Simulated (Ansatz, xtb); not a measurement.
# Two isomers of C5H5ClOS

Structure a is `S=C1C=C(Cl)CCO1`, a singlet and structure b is `COc1cscc1Cl`, a singlet. Both are isolated molecules in the gas phase, relaxed with r2SCAN-D4/def2-SVP; the shapes shown needn't be the lowest conformers.

a (Å):

```xyz
13

C     0.1680    2.5483    0.6073
C     0.6207    1.3738   -0.1355
C     0.2421    0.1332    0.2468
C    -0.5425   -0.0813    1.4998
C    -0.2436    1.0722    2.4399
Cl    0.5912   -1.2588   -0.7178
O    -0.4156    2.3466    1.8050
S     0.2750    4.0680   -0.0052
H     1.1741    1.5523   -1.0578
H    -1.6209   -0.1445    1.2608
H    -0.2635   -1.0356    1.9743
H     0.7975    1.0031    2.8043
H    -0.9203    1.0842    3.3044
```

b (Å):

```yaml
atoms:
  - { symbol: C, position_ang: [0.7525, 2.9185, 0.3667] }
  - { symbol: C, position_ang: [-0.2153, 0.9402, 1.1508] }
  - { symbol: C, position_ang: [0.8998, 0.1517, 0.9460] }
  - { symbol: C, position_ang: [-1.0092, -1.1382, 1.8974] }
  - { symbol: C, position_ang: [-1.3081, 0.1860, 1.6990] }
  - { symbol: Cl, position_ang: [-2.8283, 0.9161, 2.0566] }
  - { symbol: O, position_ang: [-0.3695, 2.2520, 0.9053] }
  - { symbol: S, position_ang: [0.6081, -1.4863, 1.4194] }
  - { symbol: H, position_ang: [1.6161, 2.8652, 1.0543] }
  - { symbol: H, position_ang: [1.0430, 2.4866, -0.6082] }
  - { symbol: H, position_ang: [0.4610, 3.9669, 0.2284] }
  - { symbol: H, position_ang: [1.8710, 0.4368, 0.5465] }
  - { symbol: H, position_ang: [-1.6619, -1.9119, 2.2984] }
```

Quicker runs give these differences E(b) − E(a): GFN2-xTB +2.51 kcal/mol; HF/STO-3G −9.99 kcal/mol (at GFN2-xTB geometries); r2SCAN-D4/def2-SVP//GFN2-xTB +5.28 kcal/mol.

**Question.** Estimate which is lower in electronic energy at CCSD(T)/def2-SVP + ΔMP2/def2-TZVPP, and by roughly how much.

**Answer.** Too close to call at this level: CCSD(T)/def2-SVP + ΔMP2/def2-TZVPP gives E(b) − E(a) = +0.96 kcal/mol.

The same difference at several levels:

| level | geometry | E(b) − E(a) (kcal/mol) | departure from the last row (kcal/mol) | job, with rough time for the two |
| --- | --- | --- | --- | --- |
| GFN2-xTB | GFN2-xTB | +2.51 | +1.55 | optimisation, 0.15 s |
| HF/STO-3G | GFN2-xTB | −9.99 | −10.95 | single point, 0.5 s |
| r2SCAN-D4/def2-SVP//GFN2-xTB | GFN2-xTB | +5.28 | +4.32 | single point, 4.1 s |
| r2SCAN-D4/def2-SVP | r2SCAN-D4/def2-SVP | +5.36 | +4.40 | optimisation, 34 s |
| HF/def2-SVP | r2SCAN-D4/def2-SVP | +7.00 | +6.04 | part of the CCSD(T) run |
| MP2/def2-SVP | r2SCAN-D4/def2-SVP | +2.71 | +1.75 | part of the CCSD(T) run |
| CCSD(T)/def2-SVP | r2SCAN-D4/def2-SVP | +6.15 | +5.19 | single point |
| CCSD(T)/def2-SVP + ΔMP2/def2-TZVPP | r2SCAN-D4/def2-SVP | +0.96 |  | single point, 87 s |

As drawn, b has 3 C∷C, 2 C∷S in place of 1 C=S, 3 C–C, 1 C=C (∷ is an aromatic bond). Structure a has a 6-membered ring, b a 5-membered ring (with an aromatic ring).

The largest departure from CCSD(T)/def2-SVP + ΔMP2/def2-TZVPP is that of HF/STO-3G, 10.95 kcal/mol. The last row adds to CCSD(T) the change of the MP2 difference between the two basis sets, here −5.19 kcal/mol, a large step that makes the value less sure.

With thermal terms from frequencies at re-optimised GFN2-xTB minima (ideal gas, soft modes damped towards free rotors, one conformer each, 298.15 K, 1 atm): the zero-point term adds −1.12 kcal/mol; ΔH is +0.19 and ΔG −0.36 kcal/mol.

The correlated steps freeze 16 core orbitals. Programs: Ansatz 0.2.0, xtb 6.7.1; the last row on 4 threads of Arm Neoverse V1 on a shared host.
